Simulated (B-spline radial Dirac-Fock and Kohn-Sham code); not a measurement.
# Auger decay of the 1s hole in Cl²⁺

System: Cl²⁺, 1s2 2s2 2p6 3s2 3p3.

Level of theory: one-electron (LDA, Dirac) transition rates at Dirac-Fock energies; a B-spline atomic structure program. Kinetic energies are configuration averages from the vacuum level; the two-hole energies are estimated from single-hole states. In a light atom the jj labels are a bookkeeping device: LS coupling regroups the channels of one nl pair.

```tsv
transition	kinetic energy (eV)	width (meV)	share (%)
K-L1L1	2197.7	37.2	7.0
K-L1L2	–	41.7	7.9
K-L1L3	2274.4	80.2	15.1
K-L3L3	2340.3	109	20.6
K-L2L3	–	192	36.2
K-L2L2	–	7.63	1.4
K-L1M1	2482.0	9.16	1.7
K-L1M2	2496.9	2.37	0.4
K-L1M3	2497.1	4.56	0.9
K-L2M1	–	4.53	0.9
K-L3M1	2554.1	8.70	1.6
K-L2M3	–	9.72	1.8
K-L3M2	2569.4	9.69	1.8
K-L3M3	2569.7	11.2	2.1
```

A dash stands for an energy that rests on an unreliable hole state.

The listed channels hold 99 % of the non-radiative rate. Summed by principal shells, of 0.531 eV in all: KLL 88.2 %, KLM 11.4 %, KMM 0.4 %.

Values without a named source are computed, but for edge energies of neutral atoms, which are taken from tables.
